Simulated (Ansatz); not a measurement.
FHZn (SMILES [F][ZnH]) moved off its minimum; all values from Ansatz (a program for electronic structure), cores frozen in correlated methods.
(charge 0, multiplicity 1)
```xyz
3

Zn     0.02473    -0.01884    -0.34490
H      0.04583    -0.01165    -1.88224
F     -0.06011     0.06279     1.40282
```

Forces at PBE/def2-TZVPP (eV/Å):

| atom | Fx | Fy | Fz |
|---|---|---|---|
| Zn1 | -0.057 | 0.103 | -0.750 |
| H2 | 0.033 | -0.062 | 0.514 |
| F3 | 0.024 | -0.041 | 0.236 |

**Question.** Give the forces (eV/Å), the total energy and the dipole at CCSD(T)/def2-TZVPPD.

**Answer.** 
```tsv
atom	Fx	Fy	Fz
Zn1	-0.061	0.104	-0.565
H2	0.029	-0.057	0.550
F3	0.032	-0.047	0.015
```
Energy -1878.6384 hartree, dipole 2.09 D.
